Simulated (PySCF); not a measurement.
Ga(OH)(SiH3)2 (GaH7OSi2), SMILES [OH][Ga]([SiH3])[SiH3].

Geometry: B3LYP-D3(BJ)/def2-SVP. The structure was generated by enumeration; whether it is a known compound was not checked. The values are those of a single conformer.

Calculation: PBE/def2-TZVP (PySCF).

Symmetry labels are those of the subgroup Cs that the program uses (full group Cs).

Computed valence orbital energies around the gap with their symmetry:
```tsv
orbital	symmetry	energy (eV)
HOMO−7	A'	-9.30
HOMO−6	A'	-8.63
HOMO−5	A"	-8.62
HOMO−4	A"	-8.47
HOMO−3	A'	-8.42
HOMO−2	A'	-7.41
HOMO−1	A"	-7.33
HOMO	A'	-6.20
LUMO	A"	-2.57
LUMO+1	A'	-1.24
LUMO+2	A'	-0.95
LUMO+3	A"	-0.02
```
